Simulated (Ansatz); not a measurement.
Compare A (`C=C(F)[SiH](O)O`) with its isomer B (`CO[Si]1(F)CO1`).

Program: Ansatz. Geometries: PBE0-D4/def2-TZVP. ΔE: electronic, gas phase. CCSD(T)/CBS adds triple-zeta CCSD(T) − MP2 to the extrapolated MP2 energy (def2 sets, frozen cores). DFT in def2-TZVPP. B3LYP here is the variant with VWN-RPA as its local correlation; programs differ in this. Each species was taken in one conformer, which may not be the lowest.

A:

Z-matrix (Å, degrees):
```
Si
O 1 1.632
C 1 1.880 2 110.4
O 1 1.638 2 111.2 3 -118.4
H 1 1.476 2 105.1 3 120.6
H 2 0.959 1 117.5 3 68.3
F 3 1.363 1 113.6 2 -159.9
C 3 1.322 1 127.5 2 19.4
H 4 0.959 1 117.0 2 140.6
H 8 1.082 3 119.1 1 0.9
H 8 1.084 3 122.1 1 -179.6
```

B:

```xyz
11

C     0.482   -0.256   -2.030
O    -0.293    0.131   -0.912
Si    0.129    0.248    0.631
F     1.704    0.099    0.731
C    -0.926   -0.045    2.036
O    -0.583    1.368    1.559
H     1.544   -0.322   -1.785
H     0.135   -1.227   -2.391
H     0.343    0.485   -2.819
H    -1.990   -0.247    1.942
H    -0.543   -0.233    3.037
```

Which is lower in electronic energy at CCSD(T)/CBS, and by how much? (An estimate is asked.)

The calculation gave: B, by 5.3 kcal/mol.

Give E(B) − E(A) in kcal/mol with CCSD(T)/def2-TZVPP, B2PLYP, ωB97M-V, B3LYP, PBE0-D4, PBE-D4, HF/def2-TZVPP. (Best estimate.)

Computed: CCSD(T)/def2-TZVPP -5.5, B2PLYP -5.7, ωB97M-V -5.3, B3LYP -4.7, PBE0-D4 -6.1, PBE-D4 -5.2, HF/def2-TZVPP -3.8. None reverses the order clearly.

Largest T1 diagnostic: 0.012.

From PBE to PBE0 (25 % exact exchange), in def2-TZVPP and without D4, E(B) − E(A) moves by −0.9 kcal/mol. In def2-TZVPP, CCSD(T) changes the Hartree–Fock value by −1.7 kcal/mol (the triples alone add +0.3 kcal/mol) and MP2 by −3.5 kcal/mol.
